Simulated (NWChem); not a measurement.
System: C₅H₄; SMILES C#CC=C=C

Input file for NWChem:

```
start job
memory heap 200 mb stack 700 mb global 900 mb
geometry units angstroms noautoz
  C      0.458390     2.395785     0.000000
  C     -0.081416     1.312674     0.000000
  C     -0.756390     0.056339     0.000000
  C     -0.143673    -1.111525     0.000000
  C      0.451019    -2.271415     0.000000
  H      0.950014     3.341534     0.000000
  H     -1.847860     0.076991     0.000000
  H      0.713047    -2.778303     0.927581
  H      0.713047    -2.778303    -0.927581
end
basis spherical
  C library def2-tzvp
  H library def2-tzvp
end
dft
  xc b3lyp
  iterations 150
  semidirect filesize 400000000
  mulliken
end
task dft energy
```

NWChem printed, in part:

```
             Northwest Computational Chemistry Package (NWChem) 7.3.0
             --------------------------------------------------------

 CS  symmetry detected

                             Geometry "geometry" -> ""
                             -------------------------

 Output coordinates in angstroms (scale by  1.889725989 to convert to a.u.)

  No.       Tag          Charge          X              Y              Z
 ---- ---------------- ---------- -------------- -------------- --------------
    1 C                    6.0000     0.45444097     2.39149814     0.00000000
    2 C                    6.0000    -0.08485292     1.30813206     0.00000000
    3 C                    6.0000    -0.75923289     0.05147810     0.00000000
    4 C                    6.0000    -0.14596384    -1.11609610     0.00000000
    5 C                    6.0000     0.44927645    -2.27570482     0.00000000
    6 H                    1.0000     0.94561780     3.33747946     0.00000000
    7 H                    1.0000    -1.85071253     0.07161409     0.00000000
    8 H                    1.0000     0.71154406    -2.78246889     0.92758100
    9 H                    1.0000     0.71154406    -2.78246889    -0.92758100

 Effective nuclear repulsion energy (a.u.)     123.8527093251

      Symmetry information
      --------------------

 Group name             Cs
 Group number              2
 Group order               2
 No. of unique centers     8

                                 NWChem DFT Module
                                 -----------------

 Summary of "ao basis" -> "ao basis" (spherical)
 ------------------------------------------------------------------------------
       Tag                 Description            Shells   Functions and Types
 ---------------- ------------------------------  ------  ---------------------
 C                         def2-tzvp                11       31   5s3p2d1f
 H                         def2-tzvp                 4        6   3s1p

      Symmetry analysis of basis
      --------------------------

        a'        121
        a"         58

            General Information
            -------------------
          SCF calculation type: DFT
          Wavefunction type:  closed shell.
          No. of atoms     :     9
          No. of electrons :    34
           Alpha electrons :    17
            Beta electrons :    17
          Charge           :     0
          Spin multiplicity:     1
          Use of symmetry is: on ; symmetry adaption is: on
          Maximum number of iterations: 150
          AO basis - number of functions:   179
                     number of shells:    71
          Convergence on energy requested:  1.00D-06
          Convergence on density requested:  1.00D-05
          Convergence on gradient requested:  5.00D-04

              XC Information
              --------------
                         B3LYP Method XC Potential
                     Hartree-Fock (Exact) Exchange  0.200
                        Slater Exchange Functional  0.800 local
                    Becke 1988 Exchange Functional  0.720 non-local
              Lee-Yang-Parr Correlation Functional  0.810
                  VWN I RPA Correlation Functional  0.190 local

             Grid Information
             ----------------
          Grid used for XC integration:  medium
          Radial quadrature: Mura-Knowles
          Angular quadrature: Lebedev.
          Tag              B.-S. Rad. Rad. Pts. Rad. Cut. Ang. Pts.
          ---              ---------- --------- --------- ---------
          C                   0.70       49          14.0       434
          H                   0.35       45          14.0       434
          Grid pruning is: on
          Number of quadrature shells:   380
          Spatial weights used:  Erf1

      Superposition of Atomic Density Guess
      -------------------------------------

 Sum of atomic energies:        -190.35587780

      Non-variational initial energy
      ------------------------------

 Total energy =    -193.201548
 1-e energy   =    -498.542128
 2-e energy   =     181.487871
 HOMO         =      -0.275246
 LUMO         =      -0.025844

      Symmetry analysis of molecular orbitals - initial
      -------------------------------------------------

  Numbering of irreducible representations:

     1 a'          2 a"

  Orbital symmetries:

     1 a'          2 a'          3 a'          4 a'          5 a'
     6 a'          7 a'          8 a'          9 a'         10 a'
    11 a'         12 a"         13 a'         14 a"         15 a'
    16 a'         17 a"         18 a"         19 a'         20 a'
    21 a'         22 a'         23 a"         24 a'         25 a'
    26 a"         27 a'

------------------------------------------------------------
EAF file 0: "./job.aoints.0" size=292552704 bytes
------------------------------------------------------------
               write      read    awrite     aread      wait
               -----      ----    ------     -----      ----
     calls:      558         0         0         0         0
   data(b): 2.93e+08  0.00e+00  0.00e+00  0.00e+00
   time(s): 0.00e+00  0.00e+00  0.00e+00  0.00e+00  0.00e+00
rate(mb/s): 0.00e+00  0.00e+00
------------------------------------------------------------

     ---------------------------------------------
      Total Density - Mulliken Population Analysis
     ---------------------------------------------

[...]
```

Level: B3LYP/def2-TZVP. The geometry was optimised at B3LYP/6-31G* (spherical d). B3LYP is NWChem's, with the RPA form of VWN correlation.
